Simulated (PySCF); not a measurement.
## Static response to an electric field

Species: C5H11NSi.
Geometry (PBE0-D3(BJ)/def2-SVP, Å), atoms numbered from 1 in this order:
```xyz
18
C5H11NSi angstrom
C      3.140   -1.163   -0.181
C      1.734   -0.974    0.135
C      0.562   -0.818    0.407
C     -0.861   -0.599    0.699
N     -1.580    0.150   -0.312
C     -1.765   -0.556   -1.558
Si    -1.562    1.890   -0.282
H      3.268   -1.592   -1.188
H      3.618   -1.849    0.537
H      3.689   -0.210   -0.150
H     -0.953   -0.077    1.668
H     -1.354   -1.580    0.840
H     -0.810   -0.799   -2.065
H     -2.303   -1.506   -1.389
H     -2.371    0.048   -2.251
H     -1.675    2.311    1.147
H     -2.732    2.373   -1.075
H     -0.334    2.540   -0.856
```

Level: CAM-B3LYP/def2-SVPD (PySCF), static field, nuclei fixed, core orbitals frozen in the response. The polarisability tensor in these axes (au):

```
x   113.97 -10.34  -0.46
y   -10.34  90.72   0.78
z    -0.46   0.78  82.99
```

**Question.** What are the eigenvalues, a third of the trace, and Δα (Δα² = ½Σ(αi − αj)² over the three pairs)?

**Answer.** Principal values 82.90, 86.87 and 117.92 au; mean 95.89 au = 14.21 Å³ = 15.81 × 10⁻⁴⁰ C²·m²/J; Δα = 33.22 au (35 % of the mean).

**Question.** What is the dipole moment, and where does it point?

**Answer.** (0.75, -0.83, -0.31) D, 1.16 D in size, pointing from the negative to the positive side. Measured along this direction, the outermost atoms are H17 at the negative end and H8 and H9 at the positive end.

**Question.** Traceless (Buckingham) quadrupole moment about the centre of nuclear charge: eigenvalues?

**Answer.** -3.74, -0.81, 4.55 D·Å. The values depend on the origin, since the dipole doesn't vanish. The electronic extent ⟨r²⟩ about the same centre is 1360 bohr², a root-mean-square distance of 2.48 Å for the 62 electrons.

**Question.** What would n − 1 = 2πNα be for an ideal gas of these molecules at 273.15 K and 1 atm, electronic part alone?

**Answer.** N = p/kT = 2.6868 × 10¹⁹ cm⁻³, so n − 1 = 2π × N × 14.21 × 10⁻²⁴ cm³ = 2399 × 10⁻⁶ at long wavelengths, for an ideal gas.

**Question.** How large is μ²/3kT at 350 K beside α?

**Answer.** In Gaussian units μ²/3kT = 9.26 Å³ against 14.21 Å³, a ratio of 0.65; the Debye molar polarisation (4π/3)N_A(α + μ²/3kT) is 59.2 cm³/mol, leaving out the vibrational part.

Isolated species at its PBE0-D3(BJ)/def2-SVP geometry (one conformer only).
